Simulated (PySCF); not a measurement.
SMILES c1(cccc(c1)O)-c1ccccc1 (C12H10O), singlet at its GFN2-xTB optimised geometry (Å):

```
23

O     -3.4674    -1.7739    -1.6037
C     -2.8284    -0.8881    -0.7903
C     -3.5222    -0.0024     0.0252
C     -2.8219     0.8791     0.8300
C     -1.4406     0.8879     0.8255
C     -0.7350     0.0017     0.0130
C      0.7362     0.0007     0.0065
C      1.4451    -1.1981     0.0000
C      2.8276    -1.1981     0.0000
C      3.5243    -0.0013     0.0000
C      2.8295     1.1965     0.0027
C      1.4470     1.1984     0.0093
C     -1.4392    -0.8852    -0.7912
H     -4.4221    -1.6709    -1.5115
H     -4.6044    -0.0053     0.0280
H     -3.3638     1.5634     1.4662
H     -0.9031     1.5679     1.4689
H      0.9059    -2.1340     0.0150
H      3.3646    -2.1356     0.0012
H      4.6044    -0.0020    -0.0025
H      3.3678     2.1334    -0.0018
H      0.9097     2.1356    -0.0044
H     -0.9232    -1.5707    -1.4449
```

Level of theory: CAM-B3LYP/def2-SVP (PySCF 2.14.0). Cells within 0.4 Å of a nucleus heavier than hydrogen are left out (blank, or x).

Map of the electron localisation function on the plane z = 0.0 Å:

```
|0000000000000000000000000|
|0000000000000000000000000|
|0000000000000000000000000|
|0000000000000000000000000|
|0000000000000000000000000|
|0000000000000000000000000|
|0000000000000530016200000|
|0000000000003991089920000|
|0000001223204994199930000|
|0000003556510995689700000|
|00021166667404xx8x5001000|
|0069977823856694488699600|
|009999x4012x9x2104x999900|
|0069977824956694488699600|
|00011167667404xx7x5001000|
|0000001446610995689700000|
|0000000002204994199930000|
|0000000000003991099920000|
|0000000000000530016200000|
|0000000000000000000000000|
|0000000000000000000000000|
|0000000000000000000000000|
|0000000000000000000000000|
|0000000000000000000000000|
|0000000000000000000000000|
```
Scale: ten equal steps from 0.000 (start of '0') to 1.000 (end of '9'), in the order '0123456789'; x runs from -7.00 to 7.00, y from -7.00 (bottom) to 7.00 (top).
